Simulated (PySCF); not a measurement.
Computed shifts of a molecule C4H9FSi, PySCF with PBE0/pcSseg-1, GIAO, gas phase, equivalent atoms averaged, in ppm (number of nuclei): ¹³C: 167.6 (1), 139.7 (1), 22.7 (1), 18.0 (1). ¹⁹F: -121.0 (1). ²⁹Si: -73.8 (1). ¹H: 5.68 (1), 4.48 (3), 3.07 (1), 1.91 (1), 1.28 (3). References: ¹³C against TMS (σ = 186.3 ppm); ¹⁹F against CFCl3 (σ = 167.2 ppm); ²⁹Si against TMS (σ = 352.7 ppm); ¹H against TMS (σ = 31.56 ppm), references at their B3LYP-D3(BJ)/def2-TZVP geometries, non-relativistic. Geometry: PBE0-D3(BJ)/def2-SVP. Other conformers were not sampled.

**Question.** Identify the compound among the candidates.
A. C[C@@H]1[SiH2]C[C@H]1F
B. CC/C=C(\F)[SiH3]
C. C/C(=C\F)C[SiH3]
D. C=C(C)[C@@H](F)[SiH3]

**Answer.** B, CC/C=C(\F)[SiH3]
